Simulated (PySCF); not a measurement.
Assigning NMR signals

Geometry (Å), atoms numbered from 1 in this order:
```xyz
20

C     3.579   -0.046   -0.144
C     2.122   -0.076   -0.416
N     1.594   -0.199   -1.614
N     0.270   -0.173   -1.385
C     0.041   -0.038   -0.061
C    -1.308    0.035    0.564
C    -1.994    1.352    0.190
C    -2.163   -1.166    0.157
N     1.193    0.025    0.566
H     3.739   -0.081    0.929
H     4.066   -0.892   -0.622
H     4.015    0.868   -0.544
H    -0.378   -0.255   -2.151
H    -1.148    0.014    1.645
H    -2.956    1.425    0.691
H    -2.160    1.411   -0.884
H    -1.381    2.198    0.492
H    -1.648   -2.096    0.389
H    -3.107   -1.151    0.697
H    -2.381   -1.146   -0.910
```

PySCF calculation with GIAO PBE0/pcSseg-1 shieldings and GFN2-xTB structure; no relativistic terms, no solvent model, one averaged value for each set of equivalent atoms, one computed conformer.

Chemical shifts δ = σref − σ; ¹³C (186.93 ppm) and ¹H (31.72 ppm) against TMS, all at this level.

**Question.** Assign these signals to the numbered atoms. ¹³C{¹H} NMR (computed): δ 165.1, 164.1, 31.7, 25.2, 15.8.

**Answer.** 
| δ (ppm) | atoms | environment | reason |
| --- | --- | --- | --- |
| 165.1 | C5 | substituted aromatic carbon next to a ring nitrogen | – |
| 164.1 | C2 | substituted aromatic carbon next to a ring nitrogen | – |
| 31.7 | C6 | sp3 CH on an aromatic ring | aliphatic region, no heteroatom directly attached |
| 25.2 | C7/C8 | methyl carbon | saturated and bonded to C and H only |
| 15.8 | C1 | methyl carbon on an aromatic ring | saturated and bonded to C and H only |

C5 and C2 lie closer than the usual error of such a calculation, so a measured spectrum could show them in the other order.

**Question.** Assign these signals to the numbered atoms. ¹H NMR (400 MHz, computed): δ 9.52 (br s, 1H), 3.28 (sept, 1H), 2.50 (s, 3H), 1.26 (d, 6H).

**Answer.** 
```tsv
δ (ppm)	atoms	environment	reason
9.52	H13	hydrogen on a pyrrole-type ring nitrogen	labile proton, position sensitive to the medium
3.28	H14	hydrogen on an sp3 CH on an aromatic ring	benzylic-type position, deshielded by the ring
2.50	H10/H11/H12	hydrogen on a methyl carbon on an aromatic ring	benzylic-type position, deshielded by the ring
1.26	H15/H16/H17/H18/H19/H20	hydrogen on a methyl carbon	–
```

The OH or NH signal is concentration- and solvent-dependent in practice; the value given is the gas-phase one. Shifts are as computed. Against solution values, carbons near 30 ppm lie about +3 ppm off and those near 130 ppm about +5 ppm. Of 1211 compounds with measured shifts, 218 miss one by over three times the rms of a fit or turn the order of signals round; such compounds aren't used in these exercises. No couplings were computed; multiplicities are counted from neighbouring protons, with m where these are inequivalent, close in shift, in a saturated or five-membered ring or joined by F or P, and br s for small geminal =CH2 splittings.
